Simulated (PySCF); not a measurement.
Atoms are numbered as in `[CH2:1]=[CH:2][Si@@H:3]1[CH2:4][CH2:5][C@@H:6]1[C@@H:7]([CH3:8])[F:9]`. Each H is labelled by its parent atom. Ha(C4), Ha(C5) are cis to C2 on the ring; Ha(C1) is cis to Si3; Hb(C4), Hb(C5) are trans to C2 on the ring; Hb(C1) is trans to Si3.

PySCF 2.14.0 with density-fitted response routines calculation with geometry from GFN2-xTB and PBE0/pcSseg-1 with gauge-including orbitals; no relativistic terms, rapidly exchanging positions averaged, single conformer, no solvent model.

Chemical shifts δ = σref − σ; TMS for ¹³C, all at this level.

Task: Do the ¹³C shifts follow the atomic charges (in e)? Tabulate both.

Result: 
```tsv
atoms	hybridisation	δ (ppm)	σ para (ppm)	Hirshfeld	IAO	Mulliken	ESP-fitted
C2	sp2	145.8	-221	-0.14	-0.42	-0.49	-0.31
C1	sp2	143.3	-208	-0.08	-0.28	-0.14	-0.34
C7	sp3	95.4	-149	+0.06	+0.19	+0.17	+0.36
C6	sp3	40.1	-109	-0.12	-0.40	-0.59	-0.27
C5	sp3	24.1	-88	-0.08	-0.26	-0.14	+0.05
C8	sp3	23.9	-86	-0.13	-0.43	-0.24	-0.52
C4	sp3	10.3	-79	-0.17	-0.55	-0.53	-0.37
```

Correlation coefficients of δ with charge over these carbons: Hirshfeld +0.29, IAO +0.32, Mulliken +0.22, ESP-fitted +0.11; with the paramagnetic shielding -0.99. Among the 5 sp3 carbons alone: Hirshfeld +0.94, IAO +0.94, Mulliken +0.71, ESP-fitted +0.80. With so few points, grouped by hybridisation, these coefficients are fragile. Charge is one influence among several: hybridisation and low-lying excitations act through the paramagnetic term.

Shifts are as computed. Against solution values, carbons near 30 ppm lie about +3 ppm off and those near 130 ppm about +5 ppm. Of 1309 compounds with measured shifts, 239 miss one by over three times the rms of a fit or turn the order of signals round; such compounds aren't used in these exercises.
